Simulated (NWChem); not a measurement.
CH$_{5}$NSTi; SMILES [CH3][Ti]([NH2])=[S]

```xyz
9

Ti     0.0422    -0.2337     0.1768
S      0.0062     1.8086    -0.0724
N      1.6003    -1.0107    -0.4803
H      2.4256    -0.5204    -0.8171
H      1.6417    -1.9862    -0.7772
C     -1.7277    -1.1320    -0.4346
H     -1.7045    -2.2245    -0.2605
H     -1.8518    -0.9563    -1.5179
H     -2.6105    -0.7024     0.0693
```
Atoms are numbered in this order, from 1.

Program: NWChem. Pople sets run with spherical d functions. Coordinates come from a PBE0/def2-SVP optimisation. Not confirmed as a minimum by frequencies. GIAO values for the isolated, static molecule; σ is the absolute isotropic shielding, δ = σ(reference) − σ with the isolated reference molecule computed at the same levels (13C: tetramethylsilane, 1H: tetramethylsilane, 15N: ammonia).

For level BHandHLYP/pcSseg-1:

```
Item                      Result
-----------------------  -------
σ Ti1 (ppm)              -1655.4
σ S2 (ppm)               -1464.3
δ N3 (ppm)                 241.4
δ H4 (ppm)                 10.03
δ H5 (ppm)                  7.18
δ C6 (ppm)                  53.6
δ H7 (rotor mean) (ppm)     2.16
```

Problem. Estimate the same quantities for level B3LYP/6-31G*.

Solution. 
| Property | Value |
|---|---|
| σ Ti1 (ppm) | -1407.0 |
| σ S2 (ppm) | -929.4 |
| δ N3 (ppm) | 215.9 |
| δ H4 (ppm) | 8.91 |
| δ H5 (ppm) | 6.72 |
| δ C6 (ppm) | 49.6 |
| δ H7 (rotor mean) (ppm) | 1.91 |
